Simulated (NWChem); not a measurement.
System: C2H6OTe; SMILES CC[Te]O

```xyz
10

Te     0.2455    -0.5948     0.0421
C      0.6403     1.4734    -0.4584
C     -0.2325     2.4412     0.3124
H      0.4969     1.5670    -1.5443
H      1.7139     1.6098    -0.2477
H     -0.0304     2.4003     1.3936
H     -1.2963     2.2078     0.1530
H     -0.0632     3.4760    -0.0287
O     -1.7408    -0.4439    -0.2130
H     -2.1091    -0.2694     0.6621
```
Atoms are numbered in this order, from 1.

Coordinates come from a PBE0/def2-SVP optimisation. No frequency run checked for a minimum. B3LYP is NWChem's, with the RPA form of VWN correlation. def2 effective core potentials on Te; no spin-orbit coupling.

List the 6 lowest vertical singlet excitations from B3LYP/def2-SVP with def2 effective core potentials on Te, TDA (NWChem).


```
state  energy (eV)  oscillator strength  leading excitation (squared amplitude)
-----  -----------  -------------------  --------------------------------------
S1            3.09                0.001                      HOMO → LUMO (0.99)
S2            4.83                0.009                    HOMO−1 → LUMO (0.85)
S3            4.94                0.008                    HOMO → LUMO+1 (0.90)
S4            6.35                0.025                    HOMO−2 → LUMO (0.89)
S5            6.48                0.019                    HOMO → LUMO+2 (0.96)
S6            7.07                0.004                    HOMO → LUMO+3 (0.90)
```
